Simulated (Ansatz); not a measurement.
```yaml
crystal:
  periodic: [false, false, false]
  atoms:
    - {symbol: Ga, position_ang: [-0.012354, -0.009875, -0.652085]}
    - {symbol: C, position_ang: [0.024322, 0.021097, 1.389446]}
    - {symbol: N, position_ang: [0.048523, 0.038837, 2.559961]}
    - {symbol: H, position_ang: [1.526530, -0.009900, -1.126077]}
    - {symbol: H, position_ang: [-0.799794, 1.319389, -1.105846]}
    - {symbol: H, position_ang: [-0.787228, -1.359538, -1.065400]}
basis:
  gaussian: {orbitals: ANO-RCC-VTZP}
total_charge: -1
hamiltonian: {xc: {name: HF}}
correlation: {active_space: {window: {electrons: 2, orbitals: 1}}}
output: {forces: true}
```

```sh
$ ansatz run in.yaml --threads 4 --pin off --events-out ev --progress --plain --max-ram 3916MiB
```

Output, abridged:

```
Functional definition: HF
883 factors; integrals over basis functions are off by at most 1.1e-3 eV
mean field evaluation 1: about -55411.1562 eV, gradient 2.3e1 eV
mean field evaluation 2: about -55411.2165 eV, gradient 2.3e1 eV
mean field evaluation 4: about -55412.8151 eV, gradient 3.8e0 eV
mean field evaluation 8: about -55412.8629 eV, gradient 1.1e-4 eV
mean field -55412.86290575 eV, -2036.3851515987 hartree, gradient 4.6e-6 eV, S^2 0.000000; 0 other end points of the search recorded, 0 dependent functions left out
reference -55412.86290575 eV, -2036.3851515987 hartree; 24, 24 occupied and 121, 121 virtual orbitals, 883 factors
state -55412.86290575 eV, -2036.3851515987 hartree
Total energy: -55412.86290575 eV, -2036.3851515987 hartree
Relativity: scalar
Atom 0 at    -0.012354    -0.009875    -0.652085 Å, force    -0.009243    -0.007037    -0.463453 eV/Å
Atom 1 at     0.024322     0.021097     1.389446 Å, force     0.101084     0.071719     4.731291 eV/Å
Atom 2 at     0.048523     0.038837     2.559961 Å, force    -0.092014    -0.065078    -4.294967 eV/Å
Atom 3 at     1.526530    -0.009900    -1.126077 Å, force    -0.063296    -0.000008     0.009665 eV/Å
Atom 4 at    -0.799794     1.319389    -1.105846 Å, force     0.032117    -0.054571     0.009584 eV/Å
Atom 5 at    -0.787228    -1.359538    -1.065400 Å, force     0.031352     0.054975     0.007879 eV/Å
Dipole moment:    -0.009721    -0.007313    -0.483811 e Å
```

It took 6 s on 4 threads of Arm Neoverse V1 on a shared host.

DK, ANO-RCC and x2c sets are all-electron and run with scalar relativity unless a key says otherwise. The highest occupied level of an anion often lies above zero with these methods, and sets without diffuse functions describe the outer electron poorly.

The dipole of an ion depends on the origin.
